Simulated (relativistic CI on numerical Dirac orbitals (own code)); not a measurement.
**How well does a small relativistic CI reproduce Ba⁺?**

Calculated at this level of theory: Dirac-Coulomb-Breit CI, KLI orbitals optimised for each configuration, model QED, valence Slater integrals scaled by 0.85, P86 correlation energy added to each configuration (own radial code, finite nucleus).

Configuration list (outside the closed core [Xe]): 6s, 5d, 6p, 7s, 6d, 4f, 7p, 6f, 8s, 7d, 8p, 9s, 8d, 5f, 5g, 10s. Levels of other configurations are missing.

```
Configuration  Term (tabulated)    J  Measured (cm⁻¹)  Computed  Error  Purity (%)
           6s                2S  1/2              0.0         0      0         100
           5d                2D  3/2           4873.9      3972   -902         100
           5d                2D  5/2           5674.8      4450  -1224         100
           6p               2P°  1/2          20261.6     19000  -1262         100
           6p               2P°  3/2          21952.4     20364  -1589         100
           7s                2S  1/2          42355.2     40341  -2014         100
           6d                2D  3/2          45949.5     43490  -2460         100
           6d                2D  5/2          46154.8     43672  -2483         100
           4f               2F°  5/2          48258.6     52450   4192          91
           4f               2F°  7/2          48483.3     52787   4303          95
           7p               2P°  1/2          49389.8     47515  -1875         100
           7p               2P°  3/2          50011.3     48015  -1997         100
```

Measured levels from NIST Handbook of Basic Atomic Spectroscopic Data (Sansonetti and Martin, J. Phys. Chem. Ref. Data 34, 1559 (2005)); pairs were made by configuration, J and term (by order where the table uses no LS term), so strongly mixed levels may be paired wrongly.

Mean error by configuration (cm⁻¹): 5d -1063; 6p -1425; 7s -2014; 6d -2471; 4f 4248; 7p -1936. Over the excited levels the mean absolute error is 2209 cm⁻¹ (11 of the 11 excited levels that our extract of the source holds in range could be paired), and the median relative error of those above 1,000 cm⁻¹ is 6.2 %.

Transition probabilities of persistent lines. The last column rescales the computed rate by the cube of measured over computed energy:

```
λ measured (Å)      Lower      Upper  A tabulated (s⁻¹)  A computed  A rescaled
   3891.78 air  6p ²P°1/2   6d ²D3/2           2.17e+08    2.02e+08    2.33e+08
   4130.65 air  6p ²P°3/2   6d ²D5/2           2.18e+08    2.29e+08    2.56e+08
   4554.03 air   6s ²S1/2  6p ²P°3/2           1.11e+08    1.25e+08    1.57e+08
   4934.08 air   6s ²S1/2  6p ²P°1/2           9.53e+07    1.03e+08    1.24e+08
   6141.71 air   5d ²D5/2  6p ²P°3/2           4.12e+07    4.48e+07    4.80e+07
   6496.90 air   5d ²D3/2  6p ²P°1/2           3.10e+07    4.27e+07    4.58e+07
```
